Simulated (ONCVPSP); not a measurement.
# PBE ONCV dataset for hafnium (Hf), scalar-relativistic all-electron reference.

ONCVPSP 4.0.1 input, shortened (lines: element, Z, core and valence counts, functional; n l f; lmax; l rc ep ncon nbas qcut; lloc lpopt rc5 dvloc0; l nproj debl; icmod fcfact rcfact), PBE, scalar-relativistic:

```
  Hf 72.00   11    3        4      upf
    1    0    2.00
    2    0    2.00
    2    1    6.00
    3    0    2.00
    3    1    6.00
    3    2   10.00
    4    0    2.00
    4    1    6.00
    4    2   10.00
    4    3   14.00
    5    0    2.00
    5    1    6.00
    5    2    3.00
    6    0    1.00
    2
    0    2.60    0.00    4    8    2.10
    1    2.42    0.00    4    7    9.20
    2    3.10    0.00    3    8    5.60
    4    5    1.85   -1.00
    0    2    1.20
    1    2    2.30
    2    2    2.20
    4    0.60    0.00
```

Poles of the logarithmic derivatives, all-electron (AE) and pseudo (PS). s: poles at -2.4, 1.3 (AE) and -0.9, 1.3, 3.7 (PS) Ha. p: poles at -1.1, 2.8 (AE) and -1.1, 2.8 (PS) Ha. d: poles at 0.1, 2.2 (AE) and 0.1, 2.2 (PS) Ha. Test radii: s 2.64, p 2.46, d 3.14 bohr.

- Cutoffs needed: 11 Ha and 13 Ha (the cutoffs (Ha) at which the residual kinetic energy of the hardest occupied pseudo-wave falls to 1 and 0.1 mHa per electron)
- Ghost test: ghosts flagged at negative energy: s at -23.9 eV; no localised positive-energy state flagged; a true bound ghost makes a file unfit for plane-wave use
- Configuration tests: 1 of 4 tests not solved or not reliable
- rms error of d²Exc/dni dnj: 5.07 mHa without and 0.44 mHa with the model core
